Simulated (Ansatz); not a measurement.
# Relative energies of C2H9InO isomers

2 of its isomers, all singlets with charge 0: A = `[CH3][InH-]([CH3])[OH2+]`; B = `C[O+](C)[InH3-]`.

Shapes, held fixed at every level: PBE0-D4/def2-TZVP. Flexible molecules stand in one conformer, not always the lowest. Programs: Ansatz 0.2.0.

A:

```xyz
13

C    -1.1208    1.5811   -0.4900
In   -0.2979   -0.4114   -0.7490
C     1.8280   -0.7054   -0.4192
O    -0.8050   -0.9944    1.5959
H    -1.0778    2.1333   -1.4321
H    -0.5584    2.1531    0.2519
H    -2.1697    1.5409   -0.1864
H    -1.2300   -1.6386   -1.5441
H     2.3808   -0.5412   -1.3477
H     2.2181   -0.0051    0.3234
H     2.0418   -1.7258   -0.0917
H     0.0129   -1.1837    2.0658
H    -1.2018   -0.2376    2.0380
```

B:

```xyz
13

C    -0.4405    1.2688   -0.6781
O    -0.3121    0.2331    0.2782
C     0.6831    0.5051    1.2475
In   -0.3259   -1.9902   -0.5970
H    -1.2372    0.9816   -1.3626
H    -0.7045    2.2072   -0.1802
H     0.4931    1.4009   -1.2361
H     0.4409    1.4283    1.7834
H     1.6678    0.6029    0.7771
H     0.6935   -0.3307    1.9453
H    -1.7905   -1.7839   -1.4965
H    -0.3389   -2.7572    0.9548
H     1.1918   -1.8008   -1.4208
```

Electronic energies in kJ/mol, without zero-point or thermal terms.

(1) From chemical knowledge, estimate the order of stability.

Answers

(1) A < B in rising energy, over a span of 125 kJ/mol, by CCSD(T)/def2-TZVPP. All levels agree on that. The B − A difference spans +105.0 to +142.7 kJ/mol over the levels. For atoms past krypton def2 sets carry core potentials with scalar relativity. Correlated rows may include outer-core shells of In, which these sets cover unevenly.

```
               level                    kind   B − A
r2SCAN-D4/def2-TZVPP                meta-GGA  +118.7
 B3LYP-D4/def2-TZVPP           global hybrid  +109.3
 BHLYP-D4/def2-TZVPP           global hybrid  +105.0
  wB97M-V/def2-TZVPP  range-separated hybrid  +118.0
  wB97X-V/def2-TZVPP  range-separated hybrid  +107.7
        MP2/def2-SVP     perturbation theory  +107.1
      MP2/def2-TZVPP     perturbation theory  +142.7
  CCSD(T)/def2-TZVPP   coupled cluster or CI  +124.7
```
